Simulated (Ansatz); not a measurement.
Geometry optimisation, RKS PBE-D4/6-31G in Ansatz 0.2.0.

The input (input.yaml):

```yaml
crystal:
  periodic: [false, false, false]
  atoms:
    - { symbol: Al, position_ang: [-0.4635, -1.1461, 0.6569] }
    - { symbol: Cl, position_ang: [1.008, -2.0329, -1.2979] }
    - { symbol: O, position_ang: [0.1325, -1.7322, 2.0647] }
    - { symbol: O, position_ang: [-1.9982, -0.9746, 0.1307] }
    - { symbol: H, position_ang: [1.126, -0.3529, -0.7973] }
    - { symbol: "N", position_ang: [0.7044, 0.6421, -0.0138] }
    - { symbol: C, position_ang: [0.1585, 1.7314, -0.7998] }
    - { symbol: H, position_ang: [0.6999, -2.1143, 2.7139] }
    - { symbol: H, position_ang: [-2.89, -0.9953, -0.1778] }
    - { symbol: H, position_ang: [1.4982, 0.9397, 0.5379] }
    - { symbol: H, position_ang: [-0.2303, 2.5197, -0.1511] }
    - { symbol: H, position_ang: [0.9144, 2.1649, -1.4611] }
    - { symbol: H, position_ang: [-0.66, 1.3506, -1.4053] }
basis:
  gaussian: { orbitals: "6-31G" }
hamiltonian:
  xc: pbe
  dispersion: d4
relax:
  f_tol: 0.15
  max_steps: 25
  restrain:
    - { distance: [0, 5], at: 3.22, k: 30.0 }
    - { distance: [4, 1], at: 2.63, k: 30.0 }
    - { distance: [0, 1], at: 2.23, k: 30.0 }
    - { distance: [4, 5], at: 1.02, k: 30.0 }
```

Launched with:

```bash
$ ansatz run input.yaml --threads 2 --pin off --max-ram 3072MiB --backend cpu --events-out ev --progress --plain --runs-dir out
```

Task: Where does it end, and by what steps?

Result: It converged. The restraints hold the end off the free minimum. Limits of this set-up: no polarisation functions. After 11 steps the energy has fallen by 0.334 eV (the restraints' own energy left out); H5 moved furthest, 0.59 Å. Parted: Al1–N6. Joined: H5–N6.

```tsv
step	energy less start (eV)	largest force component (eV/Å)	accepted
0	0.0000	4.297	yes
1	-0.1603	6.057	yes
2	-0.0397	4.078	yes
3	0.0913	2.821	yes
4	-0.1221	1.425	yes
5	-0.2395	1.100	yes
6	-0.3060	0.792	yes
7	-0.3139	0.689	yes
8	-0.3157	0.659	yes
9	-0.3242	0.706	yes
10	-0.3235	0.665	yes
11	-0.3340	0.662	yes
```

```xyz
13
Properties=species:S:1:pos:R:3
Al -0.619 -1.674 0.678
Cl 0.701 -2.388 -0.975
O -0.163 -1.982 2.313
O -2.224 -1.166 0.333
H 1.433 0.143 -0.901
N 1.087 0.856 -0.256
C 0.213 1.876 -0.850
H 0.677 -2.231 2.731
H -2.793 -1.077 -0.448
H 1.816 1.210 0.364
H -0.189 2.523 -0.053
H 0.710 2.525 -1.602
H -0.647 1.384 -1.333
```

Whether the end is a true minimum wasn't checked by a vibrational analysis.

The run took 37 s on 2 threads of Arm Neoverse V2, on a shared host, peak memory 0.21 GiB.
